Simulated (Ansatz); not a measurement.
A short molecular-dynamics run on Si(vinyl)3(NiPr2) (C12H23NSi).

```yaml
crystal:
  periodic: [false, false, false]
  atoms:
    - {symbol: Si, position_ang: [0.616459, 0.800895, 0.285263]}
    - {symbol: C, position_ang: [0.340916, 1.223592, 2.095847]}
    - {symbol: C, position_ang: [1.348270, 1.427053, 2.960617]}
    - {symbol: H, position_ang: [-0.681073, 1.365043, 2.477037]}
    - {symbol: H, position_ang: [2.397785, 1.326053, 2.656879]}
    - {symbol: H, position_ang: [1.171459, 1.712062, 4.005674]}
    - {symbol: C, position_ang: [2.447697, 0.487190, 0.007019]}
    - {symbol: C, position_ang: [3.293067, 1.383151, -0.527636]}
    - {symbol: H, position_ang: [2.860592, -0.482603, 0.327217]}
    - {symbol: H, position_ang: [2.943081, 2.367801, -0.864310]}
    - {symbol: H, position_ang: [4.364026, 1.179266, -0.654686]}
    - {symbol: C, position_ang: [0.118535, 2.299676, -0.739941]}
    - {symbol: C, position_ang: [-0.205781, 3.500606, -0.233238]}
    - {symbol: H, position_ang: [0.071311, 2.182808, -1.834603]}
    - {symbol: H, position_ang: [-0.175615, 3.693493, 0.847078]}
    - {symbol: H, position_ang: [-0.508493, 4.345285, -0.865737]}
    - {symbol: N, position_ang: [-0.242742, -0.645332, -0.202208]}
    - {symbol: C, position_ang: [0.176602, -1.283411, -1.459960]}
    - {symbol: C, position_ang: [0.504505, -2.767789, -1.270319]}
    - {symbol: C, position_ang: [-0.817480, -1.066856, -2.607856]}
    - {symbol: C, position_ang: [-1.510268, -1.113260, 0.376547]}
    - {symbol: C, position_ang: [-1.315395, -1.749774, 1.755497]}
    - {symbol: C, position_ang: [-2.590359, -0.026733, 0.389938]}
    - {symbol: H, position_ang: [1.119431, -0.785145, -1.755965]}
    - {symbol: H, position_ang: [-0.388076, -3.344535, -0.975104]}
    - {symbol: H, position_ang: [0.886979, -3.208735, -2.205273]}
    - {symbol: H, position_ang: [1.266329, -2.896918, -0.485801]}
    - {symbol: H, position_ang: [-1.783868, -1.559040, -2.407912]}
    - {symbol: H, position_ang: [-1.010544, 0.006532, -2.760825]}
    - {symbol: H, position_ang: [-0.425538, -1.485331, -3.549182]}
    - {symbol: H, position_ang: [-1.881271, -1.913099, -0.289177]}
    - {symbol: H, position_ang: [-0.946084, -1.013897, 2.486741]}
    - {symbol: H, position_ang: [-0.575216, -2.562877, 1.700681]}
    - {symbol: H, position_ang: [-2.262865, -2.164943, 2.137826]}
    - {symbol: H, position_ang: [-3.548028, -0.423571, 0.765209]}
    - {symbol: H, position_ang: [-2.306803, 0.819126, 1.037281]}
    - {symbol: H, position_ang: [-2.751531, 0.374203, -0.622620]}
basis:
  gaussian: {orbitals: def2-SVP}
hamiltonian: {xc: {name: revPBE}, dispersion: d4}
md: {timestep: 1 fs, n_steps: 15, ensemble: nvt_nose_hoover, temperature: 700, initial_velocities: maxwell_boltzmann, seed: 600}
scf: {omitted_lower_state_checks: [starts]}
```

```sh
$ ansatz run in.yaml --threads 2 --pin off --events-out ev --progress --plain --max-ram 32768MiB --backend cuda --devices 0, --max-vram 18GiB
```

| step | time (fs) | potential energy (eV) | kinetic (eV) | T (K) | conserved (eV) |
| --- | --- | --- | --- | --- | --- |
| 0 | 0.0 | -22170.4797 | 3.1669 | 700 | -22167.3128 |
| 1 | 1.0 | -22170.1808 | 2.8873 | 638 | -22167.2935 |
| 2 | 2.0 | -22169.5679 | 2.3107 | 511 | -22167.2573 |
| 3 | 3.0 | -22169.1608 | 1.9083 | 422 | -22167.2527 |
| 4 | 4.0 | -22169.0489 | 1.7783 | 393 | -22167.2710 |
| 5 | 5.0 | -22168.9723 | 1.6930 | 374 | -22167.2801 |
| 6 | 6.0 | -22168.7689 | 1.4918 | 330 | -22167.2786 |
| 7 | 7.0 | -22168.4617 | 1.1973 | 265 | -22167.2664 |
| 8 | 8.0 | -22168.2566 | 1.0130 | 224 | -22167.2462 |
| 9 | 9.0 | -22168.4445 | 1.1989 | 265 | -22167.2490 |
| 10 | 10.0 | -22168.9681 | 1.6895 | 373 | -22167.2832 |
| 11 | 11.0 | -22169.3368 | 2.0387 | 451 | -22167.3045 |
| 12 | 12.0 | -22169.2403 | 1.9606 | 433 | -22167.2879 |
| 13 | 13.0 | -22168.9167 | 1.6689 | 369 | -22167.2580 |
| 14 | 14.0 | -22168.7945 | 1.5506 | 343 | -22167.2561 |
| 15 | 15.0 | -22168.9160 | 1.6552 | 366 | -22167.2749 |

Velocities are drawn at the set temperature; a run this short doesn't reach equilibrium.

Frames (Å, forces in eV/Å):

```xyz
37
time=0.0 fs
Si    0.616    0.801    0.285   -0.006    0.057    0.024
C     0.341    1.224    2.096   -0.229   -0.074   -0.218
C     1.348    1.427    2.961    0.200    0.056    0.123
H    -0.681    1.365    2.477   -0.188    0.013    0.030
H     2.398    1.326    2.657    0.224   -0.029   -0.055
H     1.171    1.712    4.006   -0.028    0.060    0.239
C     2.448    0.487    0.007   -0.195   -0.206    0.118
C     3.293    1.383   -0.528    0.113    0.182   -0.108
H     2.861   -0.483    0.327    0.041   -0.180    0.063
H     2.943    2.368   -0.864   -0.065    0.208   -0.074
H     4.364    1.179   -0.655    0.246   -0.033   -0.025
C     0.119    2.300   -0.740    0.075   -0.289   -0.092
C    -0.206    3.501   -0.233   -0.026    0.205    0.119
H     0.071    2.183   -1.835    0.000   -0.056   -0.189
H    -0.176    3.693    0.847   -0.001    0.049    0.227
H    -0.508    4.345   -0.866   -0.079    0.198   -0.132
N    -0.243   -0.645   -0.202   -0.031   -0.087    0.002
C     0.177   -1.283   -1.460   -0.011    0.038    0.051
C     0.505   -2.768   -1.270    0.010    0.015    0.019
C    -0.817   -1.067   -2.608    0.012    0.033    0.016
C    -1.510   -1.113    0.377    0.049    0.040   -0.015
C    -1.315   -1.750    1.755    0.038    0.013   -0.008
C    -2.590   -0.027    0.390    0.033    0.022   -0.023
H     1.119   -0.785   -1.756    0.159    0.088   -0.046
H    -0.388   -3.345   -0.975   -0.170   -0.113    0.054
H     0.887   -3.209   -2.205    0.081   -0.103   -0.197
H     1.266   -2.897   -0.486    0.149   -0.028    0.161
H    -1.784   -1.559   -2.408   -0.187   -0.096    0.038
H    -1.011    0.007   -2.761   -0.042    0.208   -0.027
H    -0.426   -1.485   -3.549    0.076   -0.091   -0.207
H    -1.881   -1.913   -0.289   -0.072   -0.132   -0.102
H    -0.946   -1.014    2.487    0.070    0.134    0.142
H    -0.575   -2.563    1.701    0.148   -0.164   -0.007
H    -2.263   -2.165    2.138   -0.200   -0.091    0.090
H    -3.548   -0.424    0.765   -0.208   -0.078    0.081
H    -2.307    0.819    1.037    0.046    0.154    0.118
H    -2.752    0.374   -0.623   -0.031    0.079   -0.190
37
time=3.0 fs
Si    0.628    0.795    0.276   -0.424    0.332    0.192
C     0.313    1.256    2.106    1.950   -0.539   -1.818
C     1.349    1.398    2.942    2.174    0.109    0.553
H    -0.655    1.425    2.485   -1.768    0.061    0.707
H     2.498    1.372    2.693   -1.999   -0.222   -0.002
H     1.171    1.561    4.013   -0.034    0.278    0.318
C     2.471    0.492   -0.018   -1.349   -2.344    1.346
C     3.293    1.398   -0.520    1.585    1.086   -0.456
H     2.832   -0.543    0.387   -0.167    1.574   -0.598
H     2.934    2.389   -0.926    0.316   -0.671    0.353
H     4.394    1.186   -0.481   -0.414    0.390   -0.404
C     0.109    2.286   -0.747    0.159    0.506   -1.331
C    -0.210    3.499   -0.258    0.093   -0.681    3.789
H     0.145    2.247   -1.866    0.017   -0.323    0.292
H    -0.234    3.555    0.940    0.012    0.268   -2.209
H    -0.455    4.431   -0.754   -0.160    0.373   -0.660
N    -0.242   -0.655   -0.195   -0.341    0.305    0.436
C     0.198   -1.281   -1.436   -0.907    0.414   -1.134
C     0.536   -2.787   -1.264   -0.017    2.828   -1.148
C    -0.853   -1.078   -2.622    0.575    0.154   -0.068
C    -1.538   -1.076    0.373    1.217   -2.726   -0.048
C    -1.314   -1.755    1.759   -0.797   -2.061   -1.138
C    -2.596   -0.026    0.398   -0.038    1.729    0.937
H     1.070   -0.655   -1.716    0.395   -0.487   -0.309
H    -0.357   -3.223   -0.959   -2.160   -1.570    0.468
H     0.928   -3.198   -2.171    0.348   -0.667   -1.005
H     1.204   -2.874   -0.471    1.839   -0.358    1.801
H    -1.873   -1.495   -2.325    0.996   -0.228   -0.770
H    -1.066   -0.001   -2.796    0.200    0.119    0.309
H    -0.375   -1.397   -3.630   -1.018   -0.265    1.239
H    -1.853   -1.944   -0.290   -0.163    0.696    0.310
H    -1.004   -1.023    2.464    0.642    0.781    1.261
H    -0.657   -2.688    1.746    0.152    1.260   -0.290
H    -2.244   -2.261    2.106   -0.335    0.595    0.115
H    -3.569   -0.394    0.804    0.245    0.044   -0.147
H    -2.235    0.833    1.096   -0.684   -0.920   -0.989
H    -2.733    0.383   -0.621   -0.140    0.161    0.097
37
time=6.0 fs
Si    0.638    0.789    0.267   -0.858    0.610    0.127
C     0.297    1.285    2.105    0.039   -0.131   -0.747
C     1.364    1.369    2.928   -0.390    0.229    1.993
H    -0.742    1.484    2.538    1.062   -0.565   -0.427
H     2.452    1.399    2.725   -0.262   -0.422   -0.630
H     1.169    1.433    4.040    0.139    0.345   -0.583
C     2.486    0.482   -0.035   -1.928   -0.398    0.703
C     3.303    1.420   -0.515    1.477   -0.259    0.412
H     2.794   -0.488    0.403    0.557    0.226   -0.067
H     2.949    2.364   -0.962    0.101    0.034    0.144
H     4.394    1.224   -0.341   -0.293    0.482   -0.708
C     0.101    2.276   -0.763    0.360    1.148   -1.588
C    -0.213    3.494   -0.259   -0.229    0.073    1.879
H     0.219    2.285   -1.877   -0.028   -0.459    0.219
H    -0.292    3.440    0.867   -0.017    0.707   -0.521
H    -0.412    4.533   -0.692    0.186   -1.360   -0.109
N    -0.244   -0.662   -0.185   -0.382    0.501    0.560
C     0.214   -1.275   -1.420   -1.046    0.796   -1.813
C     0.566   -2.788   -1.263   -0.610    0.825    1.587
C    -0.884   -1.088   -2.636    1.185    1.352    1.090
C    -1.556   -1.058    0.369    2.029   -3.263    0.617
C    -1.318   -1.772    1.757   -1.170    0.124    0.533
C    -2.602   -0.014    0.412   -0.339    1.140   -0.039
H     1.051   -0.568   -1.700    0.112   -1.098   -0.307
H    -0.462   -3.213   -0.917    1.520   -0.154   -0.762
H     0.990   -3.236   -2.203   -0.375    0.012    0.612
H     1.265   -2.877   -0.343   -0.625   -0.145   -1.296
H    -1.887   -1.453   -2.303    0.487   -0.723   -0.771
H    -1.105    0.001   -2.805    0.339   -0.082    0.488
H    -0.402   -1.334   -3.619   -0.738   -0.870    0.380
H    -1.840   -1.923   -0.270   -0.485    0.254   -0.157
H    -1.016   -0.986    2.527   -0.056   -1.080   -0.443
H    -0.720   -2.717    1.766    0.898    0.892   -0.450
H    -2.253   -2.308    2.085   -0.274    0.953    0.116
H    -3.573   -0.363    0.831    0.182   -0.042   -0.188
H    -2.215    0.782    1.083   -0.360    0.244   -0.159
H    -2.727    0.405   -0.613   -0.207    0.105    0.305
37
time=9.0 fs
Si    0.646    0.786    0.259   -1.311    0.909    0.053
C     0.283    1.312    2.098    0.715   -0.260   -0.068
C     1.375    1.341    2.927   -3.451    0.075    1.441
H    -0.759    1.499    2.562    1.312   -0.636   -0.639
H     2.395    1.391    2.703    2.037   -0.368   -1.077
H     1.177    1.335    4.026    0.138    0.450   -0.161
C     2.486    0.470   -0.047   -1.437    2.299   -0.487
C     3.323    1.440   -0.507   -0.241   -1.572    1.058
H     2.806   -0.421    0.418    1.115   -1.467    0.789
H     2.971    2.342   -0.987   -0.190    0.694   -0.163
H     4.375    1.300   -0.259    0.697    0.194   -0.566
C     0.096    2.273   -0.790    0.552    1.340   -0.631
C    -0.218    3.489   -0.247    0.281   -0.619   -1.714
H     0.291    2.285   -1.873   -0.019   -0.310   -0.381
H    -0.354    3.381    0.773   -0.394    0.506    3.025
H    -0.357    4.533   -0.645    0.041   -0.945   -0.355
N    -0.248   -0.667   -0.172   -0.115    0.461    0.223
C     0.222   -1.264   -1.417   -1.529    0.102   -1.711
C     0.593   -2.783   -1.252   -0.767    0.269    1.449
C    -0.907   -1.088   -2.642    1.753    1.892    2.576
C    -1.561   -1.062    0.370    1.798   -2.020    1.222
C    -1.331   -1.789    1.757   -1.566    1.403    0.610
C    -2.610    0.005    0.425   -0.063   -0.378   -0.963
H     1.045   -0.568   -1.711    0.312   -0.786   -0.313
H    -0.461   -3.226   -0.932    1.938    0.083   -0.728
H     1.025   -3.275   -2.193   -0.535    0.429    1.027
H     1.289   -2.894   -0.305   -0.924    0.017   -1.678
H    -1.866   -1.473   -2.343   -0.719   -1.053   -0.139
H    -1.117   -0.002   -2.774    0.213    0.100    0.335
H    -0.487   -1.344   -3.584    0.284   -1.182   -1.325
H    -1.869   -1.884   -0.264   -0.590   -0.513   -0.680
H    -1.029   -1.027    2.562   -0.121   -0.994   -0.752
H    -0.708   -2.675    1.750    1.208   -0.160   -0.399
H    -2.286   -2.278    2.073   -0.201    0.555    0.142
H    -3.564   -0.335    0.844   -0.305   -0.230    0.008
H    -2.222    0.756    1.061    0.315    1.585    1.034
H    -2.738    0.437   -0.582   -0.232    0.131   -0.062
37
time=12.0 fs
Si    0.650    0.785    0.251   -1.676    1.123    0.069
C     0.275    1.338    2.090    3.450   -0.926   -0.761
C     1.365    1.315    2.936   -0.073    0.220   -1.307
H    -0.684    1.463    2.540   -1.304   -0.178    0.405
H     2.462    1.351    2.602   -1.319   -0.408    0.186
H     1.197    1.274    4.004    0.068    0.405    0.889
C     2.478    0.471   -0.061    0.787    0.292    0.798
C     3.342    1.450   -0.492   -0.970   -0.596    0.474
H     2.897   -0.444    0.482   -0.215    0.897   -0.549
H     2.982    2.367   -1.019    0.107   -0.293    0.367
H     4.407    1.394   -0.227    0.305   -0.094   -0.467
C     0.094    2.280   -0.822    0.850    0.754    0.042
C    -0.221    3.478   -0.242   -0.100   -2.651    1.920
H     0.361    2.259   -1.896   -0.154    0.047   -0.151
H    -0.441    3.370    0.869    0.272    0.590   -0.776
H    -0.299    4.466   -0.632   -0.237    1.097   -0.980
N    -0.252   -0.669   -0.158    0.296    0.283   -0.398
C     0.219   -1.253   -1.425   -1.785   -1.053   -1.166
C     0.613   -2.775   -1.232   -0.669    1.981   -1.080
C    -0.917   -1.076   -2.631    1.347   -0.318    0.945
C    -1.553   -1.081    0.379    0.352   -1.191    0.416
C    -1.354   -1.797    1.760   -0.680   -0.783   -1.249
C    -2.618    0.024    0.433    1.008    0.697    0.756
H     1.066   -0.634   -1.749    0.458   -0.067   -0.209
H    -0.317   -3.240   -1.002   -1.262   -1.003    0.372
H     1.020   -3.282   -2.108    0.276    0.020   -0.554
H     1.249   -2.911   -0.390    1.096   -0.041    1.168
H    -1.889   -1.574   -2.399    0.349   -0.019    0.060
H    -1.111    0.004   -2.717   -0.085    0.234   -0.064
H    -0.559   -1.445   -3.633   -0.016    0.053    0.568
H    -1.941   -1.877   -0.307    0.112    0.201    0.156
H    -1.047   -1.140    2.547    0.531    1.018    0.806
H    -0.607   -2.633    1.700   -0.364    0.368   -0.125
H    -2.335   -2.204    2.074   -0.034   -0.254    0.106
H    -3.577   -0.326    0.855   -0.089   -0.099   -0.020
H    -2.215    0.839    1.106   -0.510   -0.349   -0.384
H    -2.769    0.479   -0.555   -0.125    0.042   -0.264
37
time=15.0 fs
Si    0.648    0.788    0.243   -1.689    1.181   -0.045
C     0.289    1.357    2.077    1.953   -1.143   -0.229
C     1.353    1.290    2.937    0.851    0.163   -0.896
H    -0.694    1.408    2.541   -0.596   -0.060   -0.039
H     2.441    1.277    2.511   -1.596   -0.205    0.833
H     1.224    1.249    4.041    0.166    0.337   -0.229
C     2.474    0.476   -0.070    1.910   -0.059    1.256
C     3.354    1.456   -0.473   -0.407    0.108    0.097
H     2.976   -0.409    0.507   -0.853    1.106   -0.832
H     2.999    2.372   -1.023    0.070   -0.474    0.468
H     4.460    1.479   -0.235   -0.731   -0.455   -0.419
C     0.099    2.293   -0.853    1.168   -0.407    0.334
C    -0.225    3.451   -0.227   -0.530   -0.168    1.499
H     0.417    2.238   -1.929   -0.375    0.398    0.383
H    -0.508    3.406    0.924    0.668    0.255   -1.988
H    -0.259    4.463   -0.691   -0.230   -0.320   -0.034
N    -0.255   -0.669   -0.146    0.596    0.018   -0.934
C     0.204   -1.248   -1.443   -0.830   -1.321   -0.645
C     0.629   -2.753   -1.218   -1.071    1.135   -0.892
C    -0.919   -1.066   -2.613    0.499   -1.782   -0.112
C    -1.543   -1.108    0.391   -0.953    0.377   -0.318
C    -1.382   -1.810    1.756    0.633   -0.398   -0.563
C    -2.620    0.047    0.446    0.706    0.673    0.849
H     1.119   -0.710   -1.801   -0.367    0.081    0.252
H    -0.260   -3.332   -1.046   -1.175   -0.565    0.589
H     1.037   -3.286   -2.065    0.659    0.072   -1.142
H     1.288   -2.929   -0.394    0.831    0.245    1.103
H    -1.886   -1.677   -2.448    0.954    0.984    0.434
H    -1.112    0.026   -2.663   -0.244   -0.229   -0.348
H    -0.628   -1.543   -3.643    0.210    1.093    1.368
H    -2.006   -1.857   -0.339    0.653    0.421    0.659
H    -1.027   -1.184    2.582    0.152    0.775    0.031
H    -0.531   -2.566    1.640   -1.295    0.105    0.218
H    -2.387   -2.148    2.083    0.277   -0.737    0.012
H    -3.595   -0.324    0.864    0.400    0.132   -0.167
H    -2.245    0.903    1.127   -0.535   -1.012   -0.705
H    -2.809    0.523   -0.546    0.121   -0.323    0.153
```

Hardware: 2 threads of AMD EPYC 7R13 on a shared host and a share (18 GiB) of an NVIDIA H100 80GB HBM3. Wall time 51 s.
